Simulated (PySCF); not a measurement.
C4H2F2O2, SMILES FC1OCC(=O)C=1F. Geometry optimised at B3LYP-D3(BJ)/def2-SVP. The structure was generated by enumeration, and PubChem lists no compound with its InChIKey, so it may never have been made. The values are those of a single conformer.

Computed with B3LYP-D3(BJ)/def2-SVP (PySCF).

Harmonic wavenumbers (cm⁻¹): 122, 224, 251, 320, 341, 552, 562, 585, 641, 687, 728, 964, 1029, 1053, 1173, 1190, 1249, 1364, 1438, 1498, 1762, 1859, 3086, 3153. Rotational constants (GHz): 3.197, 2.082, 1.271; symmetry number 1.

Q: Work out the zero-point energy and the ideal-gas rigid-rotor harmonic-oscillator thermochemistry at 298.15 K and 1 atm.

A: ZPE = ½ Σ hcν = ½ × 25832 cm⁻¹ = 154.51 kJ/mol. H − E(el) = 173.73 kJ/mol. Entropy in J/(mol K): translation 168.46, rotation 117.29, vibration 51.04, total 336.79. G − E(el) = 73.32 kJ/mol. Cp = 102.92 J/(mol K). Modes under 150 cm⁻¹ make the vibrational entropy uncertain.
